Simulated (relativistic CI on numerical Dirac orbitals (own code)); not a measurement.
## Inner-shell lines of Sr26+

These numbers are calculated, not measured: Dirac-Coulomb-Breit CI, separate exchange-only KLI orbitals for each configuration, a model potential for QED, unscaled Slater integrals (own radial code, finite nucleus).

Configuration list (outside the closed core 2s2 2p6): 1s2 3s2, 1s 3s2 3p, 1s 3s2 4p, 1s 3s 3p 4p, 1s2 3s 3p, 1s 3s 3p2. Levels of other configurations are missing.

The table holds the strongest lines. The upper levels have an inner-shell vacancy. Auger decay, open to those above the ionisation limit, is not computed, and radiative decays to configurations outside the model are missing too. Absolute energies can be off by a few tenths of a per cent, so close lines can change order. LS names give the leading component, which can be well under half, for lower levels too. Brackets number the levels in order of energy.

| E (eV) | Upper | Lower | A (s⁻¹) | gA (s⁻¹) |
| --- | --- | --- | --- | --- |
| 16113.0 | 1s 3s 3p2 3P_1 [14] | 1s2 3s 3p 3P°_2 [4] | 1.69e+14 | 5.06e+14 |
| 16117.4 | 1s 3s 3p2 3P_0 [12] | 1s2 3s 3p 3P°_1 [3] | 4.86e+14 | 4.86e+14 |
| 16118.4 | 1s 3s 3p2 1D_2 [21] | 1s2 3s 3p 1P°_1 [5] | 1.29e+14 | 6.45e+14 |
| 16119.6 | 1s 3s 3p2 3P_2 [15] | 1s2 3s 3p 3P°_2 [4] | 2.06e+14 | 1.03e+15 |
| 16125.7 | 1s 3s 3p2 3P_1 [14] | 1s2 3s 3p 3P°_1 [3] | 1.24e+14 | 3.72e+14 |
| 16128.7 | 1s 3s 3p2 3D_2 [17] | 1s2 3s 3p 3P°_2 [4] | 1.24e+14 | 6.22e+14 |
| 16129.3 | 1s 3s 3p2 3P_1 [14] | 1s2 3s 3p 3P°_0 [2] | 2.61e+14 | 7.82e+14 |
| 16131.3 | 1s 3s 3p2 3D_3 [18] | 1s2 3s 3p 3P°_2 [4] | 2.00e+14 | 1.40e+15 |
| 16132.3 | 1s 3s 3p2 3P_2 [15] | 1s2 3s 3p 3P°_1 [3] | 2.98e+14 | 1.49e+15 |
| 16135.0 | 1s 3s2 3p 1P°_1 [9] | 1s2 3s2 1S_0 [1] | 3.67e+14 | 1.10e+15 |
| 16136.3 | 1s 3s 3p2 1P_1 [24] | 1s2 3s 3p 1P°_1 [5] | 5.67e+14 | 1.70e+15 |
| 16140.1 | 1s 3s 3p2 3D_1 [16] | 1s2 3s 3p 3P°_1 [3] | 1.45e+14 | 4.36e+14 |
| 16140.4 | 1s 3s 3p2 1D_2 [21] | 1s2 3s 3p 3P°_2 [4] | 1.67e+14 | 8.36e+14 |
| 16151.0 | 1s 3s 3p2 3S_1 [22] | 1s2 3s 3p 3P°_2 [4] | 1.77e+14 | 5.30e+14 |
| 16726.5 | 1s 3s 3p 4p 3D_2 [39] | 1s2 3s 3p 3P°_1 [3] | 8.38e+13 | 4.19e+14 |
| 16726.5 | 1s 3s 3p 4p 3P_1 [36] | 1s2 3s 3p 3P°_0 [2] | 1.12e+14 | 3.36e+14 |
| 16727.5 | 1s 3s 3p 4p 3D_3 [48] | 1s2 3s 3p 3P°_2 [4] | 9.60e+13 | 6.72e+14 |
| 16730.7 | 1s 3s 3p 4p 3S_1 [51] | 1s2 3s 3p 3P°_2 [4] | 1.58e+14 | 4.75e+14 |
| 16731.4 | 1s 3s 3p 4p 1D_2 [63] | 1s2 3s 3p 1P°_1 [5] | 9.75e+13 | 4.88e+14 |
| 16735.0 | 1s 3s2 4p 1P°_1 [29] | 1s2 3s2 1S_0 [1] | 1.30e+14 | 3.91e+14 |
